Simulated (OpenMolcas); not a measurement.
**F3+: the spin-orbit constant, Slater's ratio, worked from levels**

```yaml
Program: OpenMolcas
Basis: ANO-R2 [4s4p2d1f]
Scalar_Hamiltonian: X2C, finite nucleus
Active_space: 4 electrons in 9 orbitals (RAS2 2s 2p; RAS3 3d, at most 2 electrons)
State_averaging: 2S+1 = 3 even, 3 roots; 2S+1 = 1 even, 6 roots; 2S+1 = 5 odd, 1 root; 2S+1 = 3 odd, 9 roots; 2S+1 = 1 odd, 8 roots
Spin-orbit_coupling: RASSI with atomic mean-field integrals over the reference wave functions, term energies averaged over their components
```

Methods: RASSCF; SS-RASPT2, IPEA 0.25 Eh, imaginary shift 0.1 Eh (closed shells correlated: 1s). Measured levels: Moore, Atomic Energy Levels, vol. I, NSRDS-NBS 35 (1971 reprint of NBS Circular 467, 1949).

**The spin-orbit constant.** For the Hund term ³P of p2, E(J) = (A/2) J(J+1) + constant and ζ = 2S·A = 2A. From J = 0 to J = 2 the energy changes by 3 A.

```
   Source  E(2) - E(0)      A    ζ
   RASSCF        620.7  206.9  414
SS-RASPT2        620.8  206.9  414
 measured        613.4  204.5  409
```

All in cm-1. SS-RASPT2 is off by +1.2 % and RASSCF by +1.2 %. Both methods take the spin-orbit matrix elements from the reference wave functions, so the second can move ζ only through the term energies and any multistate remixing. Second-order mixing with other terms is absorbed into this ζ.

**Slater's ratio.** With one set of orbitals, p2 has ¹D - ³P = 6 F2 and ¹S - ¹D = 9 F2 (F2 = F²/25), a ratio of 3/2. Term energies are centres of gravity, weighted by 2J + 1.

| Source | ¹D - ³P | ¹S - ³P | F2 from the first | Ratio |
| --- | --- | --- | --- | --- |
| RASSCF | 26941 | 56699 | 4490 | 1.105 |
| SS-RASPT2 | 25509 | 54058 | 4252 | 1.119 |
| measured | 24825 | 53128 | 4138 | 1.140 |

Energies in cm-1. A ratio away from 3/2 shows effects beyond one configuration with one set of orbitals, and in heavier atoms second-order spin-orbit shifts.

Active for correlation alone: 3d; no level in the range computed is led by a configuration that fills it, so any true level of that kind is missing. Measured partners are found by configuration, term and J. A level has none where our copy of the source lacks it or the pairing is in doubt (some pairs that miss far off the trend of their configuration count as doubtful), and it then counts in no deviation. Only configurations of the active space appear.
